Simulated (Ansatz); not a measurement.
`[H]/C=C/c1ccc(/C=C/c2cccs2)s1`. The state is a singlet with charge 0. Geometry r2SCAN-D4/def2-SVP; atoms count from 1.

Cartesian coordinates in Å:
```
H 4.615 -1.147 -4.855
C 3.688 -1.226 -4.283
C 3.497 -0.482 -3.176
C 2.316 -0.498 -2.335
C 1.143 -1.242 -2.443
C 0.211 -0.980 -1.423
C 0.645 -0.024 -0.501
C -0.002 0.512 0.666
C -1.240 0.162 1.113
C -1.906 0.682 2.275
C -3.170 0.335 2.740
C -3.550 1.027 3.917
C -2.578 1.900 4.354
S -1.193 1.884 3.327
S 2.236 0.534 -0.938
H 2.932 -1.929 -4.648
H 4.293 0.205 -2.863
H 0.974 -1.959 -3.249
H -0.761 -1.472 -1.350
H 0.564 1.263 1.231
H -1.819 -0.587 0.559
H -3.794 -0.402 2.229
H -4.504 0.889 4.430
H -2.598 2.555 5.225
```

(1) Estimate the Mulliken populations from the PBE0/def2-TZVP orbitals of Ansatz.

(2) And the Mayer bond orders between heavy atoms (over 0.3)?

Results:

(1) 
```csv
atom,charge (e)
H1,0.13
C2,-0.25
C3,-0.23
C4,0.14
C5,-0.19
C6,-0.18
C7,0.16
C8,-0.19
C9,-0.21
C10,0.20
C11,-0.23
C12,-0.14
C13,-0.18
S14,0.04
S15,0.03
H16,0.12
H17,0.12
H18,0.12
H19,0.12
H20,0.12
H21,0.11
H22,0.12
H23,0.13
H24,0.15
```
Mulliken values depend strongly on the basis.

(2) C2–C3 1.89 (1.35 Å); C3–C4 1.05 (1.45 Å); C4–C5 1.47 (1.39 Å); C4–S15 1.23 (1.74 Å); C5–C6 1.35 (1.41 Å); C6–C7 1.45 (1.40 Å); C7–C8 1.08 (1.44 Å); C7–S15 1.23 (1.74 Å); C8–C9 1.72 (1.36 Å); C9–C10 1.10 (1.44 Å); C10–C11 1.46 (1.39 Å); C10–S14 1.24 (1.75 Å); C11–C12 1.31 (1.42 Å); C12–C13 1.64 (1.38 Å); C13–S14 1.25 (1.72 Å).
